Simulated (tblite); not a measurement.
Compound: C8H13P.
Structure used (GFN2-xTB), in Å, numbered top down from 1:
```xyz
22
C8H13P angstrom
C     -1.628    2.568    0.653
C     -1.784    1.338    1.128
C     -1.214    0.166    0.502
C     -1.360   -1.091    0.932
C     -0.678   -2.171    0.159
C     -0.210   -1.567   -1.170
P     -0.178    0.295   -1.013
C      1.454    0.506   -0.118
C      2.619    0.533   -1.098
H     -1.061    2.742   -0.249
H     -2.057    3.431    1.132
H     -2.359    1.162    2.029
H     -1.928   -1.354    1.814
H      0.169   -2.550    0.741
H     -1.350   -3.017   -0.007
H     -0.923   -1.804   -1.963
H      0.764   -1.943   -1.485
H      1.399    1.453    0.425
H      1.576   -0.297    0.613
H      2.672   -0.396   -1.663
H      2.501    1.351   -1.805
H      3.563    0.666   -0.571
```

All values are computed: GFN2-xTB (tblite) harmonic vibrations without scaling, gas phase. Against measured fundamentals such values can be off by several per cent, at times by over 20. One conformer, not necessarily the lowest.

Harmonic wavenumbers (cm⁻¹): 61.6, 98.0, 112.2, 120.9, 179.1, 184.0, 233.1, 247.0, 298.0, 397.8, 430.3, 495.1, 617.7, 645.4, 649.8, 684.7, 715.6, 742.8, 786.9, 805.5, 880.2, 932.4, 953.4, 990.1, 991.9, 1002.1, 1010.6, 1072.1, 1085.7, 1103.6, 1148.0, 1192.4, 1221.4, 1237.7, 1246.9, 1250.3, 1285.9, 1297.1, 1395.5, 1410.2, 1444.9, 1449.8, 1476.3, 1498.7, 1500.6, 1638.9, 1663.8, 2917.9, 2939.5, 2954.0, 2955.1, 2962.3, 2980.9, 3014.3, 3021.6, 3031.7, 3032.2, 3056.6, 3078.2, 3124.9.

A = 1669, B = 1298, C = 859.7 MHz; mass 140.075 u (most abundant isotopes); point group C1, symmetry number 1.

Task: Zero-point energy?

Result: Half the sum of the wavenumbers: 40478 cm⁻¹ = 115.73 kcal/mol.

Task: What is S at 350 K and 1 bar for an ideal gas of classical rigid rotors and harmonic oscillators?

Result: Translation 41.55, rotation 30.01, vibration 36.06: S = 107.6 cal/(mol K).

Task: And Cp and H(350 K) − H(0)?

Result: Cp = 47.62 cal/(mol K), of which vibrations give 39.68 (their classical limit is 60 R = 119.2); H(350 K) − H(0) = 9.59 kcal/mol without the zero-point energy, 6.81 from vibrations.

Task: Blend soft modes into free rotors: weight 1/[1 + (100 cm⁻¹/ν̃)⁴] for the oscillator and the rest for a rotor with moment μB/(μ + B), μ = h/(8π²ν), B = 10⁻⁴⁴ kg m². What vibrational entropy results?

Result: 34.13 cal/(mol K) in place of 36.06, which changes −T·S at 350 K by +0.67 kcal/mol.

Task: What must be added to the electronic energy to get the Gibbs energy at 350 K and 1 bar?

Result: ZPE + [H(350 K) − H(0)] − T·S = 115.73 + 9.59 − 37.67 = 87.65 kcal/mol.

Task: Which modes carry the vibrational entropy at 350 K?

Result: 61.6 cm⁻¹: 4.72; 98.0 cm⁻¹: 3.81; 112.2 cm⁻¹: 3.54; 120.9 cm⁻¹: 3.40; 179.1 cm⁻¹: 2.64; 184.0 cm⁻¹: 2.59 cal/(mol K); the other 54 give 15.36 together.

Task: How do the functions run with temperature in this model?

Result: 
```tsv
T (K)	S (cal/(mol K))	Cp (cal/(mol K))	H − H(0) (kcal/mol)	G − H(0) (kcal/mol)	ln q(vib)
100	69.7	19.6	1.31	-5.66	1.46
200	86.4	30.0	3.79	-13.50	4.19
300	100.7	41.6	7.36	-22.87	6.96
500	127.4	63.5	17.97	-45.72	12.57
800	162.3	84.7	40.49	-89.32	20.87
1000	182.2	94.0	58.41	-123.81	26.09
```

q(vib) and H(0) count from the zero-point level.

Hindered rotation and anharmonicity are outside this model. Other conformers, if any are populated, would add a mixing term that is left out. The structure is chiral; the term R ln 2 for an equal mix with its mirror image is left out.
